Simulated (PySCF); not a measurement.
All values below come from B3LYP-D3(BJ)/def2-TZVP // r2SCAN-D4/def2-SVP (PySCF). Isolated molecules, 0 K electronic values unless said otherwise. One relaxed conformer stands for a flexible species; it need not be the lowest. B3LYP has the VWN-RPA correlation part, as in Gaussian. 

Reference species: [Ti(OH)2(H)2] (neutral, multiplicity 1).

The LUMO is -2.23 eV. The coordination number is 4 and the charge on the central atom (meta-Löwdin) is 1.17 e. The HOMO–LUMO gap is 5.60 eV.

After one change: the LUMO decreases by 0.98 eV; the coordination number hardly moves; the charge on the central atom (meta-Löwdin) drops by 0.15 e; the HOMO–LUMO gap falls by 0.17 eV.

Name the change that produced these shifts. The new species is one of these.
A) [Ti(OH)4]
B) [Ti(H)4]
C) [Ti(OH)3(H)]
D) [Ti(OH)(H)3]

B, [Ti(H)4]
